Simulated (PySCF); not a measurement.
Compound: C₂H₇FO₂Si₂ (charge -1 and doublet state).
Z-matrix (Å and degrees, GFN2-xTB geometry), rows numbered from 1:
```
O 
Si  1  1.6477
O   2  1.5915  1  104.19
C   3  1.4022  2  134.10  1   179.96
Si  4  1.8227  3  114.43  2   160.61
C   4  1.4010  3  116.31  2   -14.87
F   6  1.4098  4  117.34  3   157.59
H   1  0.9537  2  113.99  3    -0.39
H   2  1.4723  1  104.77  3  -123.69
H   2  1.4719  1  105.63  3   121.57
H   5  1.4828  4  112.34  3   143.25
H   5  1.5163  4  122.60  3   -96.09
H   5  1.4838  4  108.44  3    21.86
H   6  1.0875  4  119.86  3    20.43
```

The hyperfine couplings belong to this conformer and change with its torsions.

The species is `[C-]([CH]F)(O[SiH2]O)[SiH3]` [radical] (charge -1).

Method used: UKS B3LYP, pcH-1 on C F H O Si, non-relativistic, mean-field spin-orbit, GIAO (PySCF 2.14.0). Whether the extra electron is bound in the gas phase wasn't checked; a finite basis holds it in any case. Couplings are sensitive to structure, and on GFN2-xTB geometries they can be far from those on DFT ones, by a factor of two or more for some ions and for spin on atoms past the first row. No stability test was run, so a lower SCF solution isn't excluded.

Question: Give the principal g shifts and their parts.

Answer: 
```csv
Δg (ppm),1,2,3
relativistic mass correction,-162,-162,-162
gauge correction,12,23,-1
orbital Zeeman/spin–orbit,-385,1289,1590
total,-536,1149,1427
```

So g = 2.00178, 2.00347, 2.00375 and g_iso = 2.00300; the tensor is close to axial: the two nearest values differ by 14 % of g3 − g1. Axes: g2 points within 9° of the O3–C4 bond.

Question: What effective moment and Curie constant follow for a powder?

Answer: With the mean of g² = 4.0120 and S(S+1) = 0.75: μ_eff = √(⟨g²⟩S(S+1)) = 1.735 μB and χT = 0.12505·⟨g²⟩·S(S+1) = 0.376 cm³ K/mol (cgs; spin-Hamiltonian part alone).

Question: What are the electron Larmor frequencies g μB B/h along the three axes at 330 mT?

Answer: 9.2458, 9.2535, 9.2548 GHz for g1, g2 and g3, a range of 9.1 MHz.

Question: Average each term over the three axes. Which is largest in size?

Answer: The orbital-Zeeman/spin–orbit term 831, the mass correction -162 and the gauge correction 11 ppm, for a total of 680 ppm. The orbital-Zeeman/spin–orbit term is the largest in size. The mass correction is the same along every axis, so the anisotropy comes from the other two: their spans along these axes are 24 (gauge) and 1976 ppm (orbital Zeeman/spin–orbit).

Question: In a frozen sample, at which fields do the three g values resonate at 9.5, 34, 94 and 263 GHz (hyperfine left aside), and which band first spreads them over more than twice a line width of 0.3 mT?

Answer: 
```json
{"band": "X", "GHz": "9.5", "B(g3) mT": "338.74", "B(g2) mT": "338.79", "B(g1) mT": "339.07", "spread mT": "0.33"}
{"band": "Q", "GHz": "34.0", "B(g3) mT": "1212.34", "B(g2) mT": "1212.51", "B(g1) mT": "1213.53", "spread mT": "1.19"}
{"band": "W", "GHz": "94.0", "B(g3) mT": "3351.76", "B(g2) mT": "3352.23", "B(g1) mT": "3355.05", "spread mT": "3.29"}
{"band": "J", "GHz": "263.0", "B(g3) mT": "9377.81", "B(g2) mT": "9379.11", "B(g1) mT": "9387.00", "spread mT": "9.19"}
```

The spread grows in proportion to the frequency. Q band is the first where it exceeds 0.6 mT.

Largest spin populations (Mulliken): C6 (+0.49), C4 (+0.25), Si5 (+0.14) and H12 (+0.06).

The HOMO–LUMO gaps are 2.37 eV among the α and 5.00 eV among the β orbitals.

On Arm Neoverse V1, one thread (shared host), this took 97 s (with the writing of density and orbital grids) and 0.93 GiB of memory at its peak.
